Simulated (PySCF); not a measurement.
Be(Me)(Et) (C₃H₈Be), SMILES [CH2]([Be][CH3])C. Atoms are numbered in the order given.

```xyz
12

Be    -0.3060     0.2686     0.6644
C     -0.9876     1.5451     1.5216
H     -1.4626     1.2156     2.4727
H     -1.7799     2.0687     0.9411
H     -0.2376     2.3197     1.7978
C      0.3780    -1.0193    -0.1905
C      0.7890    -0.7549    -1.6546
H     -0.3350    -1.8785    -0.1554
H      1.2641    -1.3859     0.3825
H      1.5440     0.0556    -1.7336
H     -0.0756    -0.4442    -2.2784
H      1.2299    -1.6504    -2.1436
```
Charge 0, spin multiplicity 1.

Geometry: PBE-D3(BJ)/def2-SVP. The structure was generated by enumeration; whether it is a known compound was not checked. One conformer was computed; it need not be the lowest.

Two levels are set side by side: PBE/pcSseg-1 (PySCF) and HF/pcSseg-1 (PySCF). GIAO shifts against TMS (¹H), TMS (¹³C) at the same level; non-relativistic, no solvent, atoms listed together averaged. Differences are taken from unrounded values.

```csv
quantity,HF,PBE,PBE minus HF
δ(¹³C) of C2 (ppm),-6.8,-10.1,-3.3
"δ(¹H) of H3, H4, H5 (ppm)",0.00,-0.07,-0.08
δ(¹³C) of C6 (ppm),4.5,6.7,2.2
δ(¹³C) of C7 (ppm),12.7,13.2,0.5
"δ(¹H) of H8, H9 (ppm)",0.33,0.59,0.26
```

Rough cost on one machine, each run with all the roots and properties that it gave: HF against PBE within a factor of 2.
